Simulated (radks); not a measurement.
Values are calculated unless marked as measured or tabulated.
Q: These are the eigenvalues of the occupied orbitals of an atom or ion with whole-number occupations (eV). Code: a radial shooting solver on a logarithmic mesh with Libxc functionals. Model: scalar-relativistic Kohn-Sham, r2SCAN, spin-unpolarised, spherical densities, finite nucleus; meta-GGA in the generalised Kohn-Sham scheme; Fermi nuclear charge, rms radius of each element as measured or else 0.836 A^(1/3) + 0.57 fm.

orbital  eigenvalue
1s        -29097.05
2s        -4433.337
2p        -3979.875
3s        -885.7084
3p        -736.4380
3d        -507.1006
4s        -166.9972
4p        -121.7224
4d         -55.7828
5s         -35.5952

Which element is it, and in what charge state? The configuration may be excited.

A: Z = 50, tin, charge +3: Sn3+ in [Kr] 4d10 5s1. The list shows which subshells hold electrons but not how many an open one holds; the 1s level, -1069.3 hartree, gives Z - s = 46.2 by -(Z - s)^2/2, which with screening and relativity narrows Z to a few neighbours, and the depths of the outer levels then fix element, charge and occupations together.
